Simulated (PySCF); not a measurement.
Highest harmonic wavenumber (cm⁻¹) of eight silicon and germanium compounds: PBE-D3(BJ) beside r2SCAN-D4, computed with PySCF for isolated molecules in the bases named; differences from unrounded values. The eight are the first of their class met in an unordered collection, after screening for sound electronic states; none was chosen by its value. Each level has its own optimised geometry.

```tsv
molecule	basis	r2SCAN-D4	PBE-D3(BJ)	difference
C₄H₇FSi, SMILES C=C=C(F)[SiH2]C	def2-SVP	3199	3124	-75
C3H9FOSi, SMILES FC(C)([SiH2]O)C	def2-SVP	3836	3711	-124
Cl2H4SSi2, SMILES [SiH2](S[SiH2]Cl)Cl	def2-SVP	2277	2212	-64
GeHCl3, SMILES [Cl][GeH]([Cl])[Cl]	def2-SVP	2209	2125	-84
C₂H₇ClOSi₂, SMILES [SiH2](O)/C(=C/[SiH3])Cl	def2-SVP	3864	3738	-126
FH₆NOSi₂, SMILES N[Si@H]([SiH2]F)O	def2-SVP	3824	3690	-134
dimethyl(silyl)silane (C₂H₁₀Si₂), SMILES C[SiH](C)[SiH3]	def2-SVP	3143	3079	-64
CH7FOSi2, SMILES C([SiH2][SiH2]O)F	def2-SVP	3866	3748	-118
```

PBE-D3(BJ) lies below r2SCAN-D4 in 8 and above it in 0 of the eight; the mean signed difference is -99 and the largest -134 cm⁻¹.
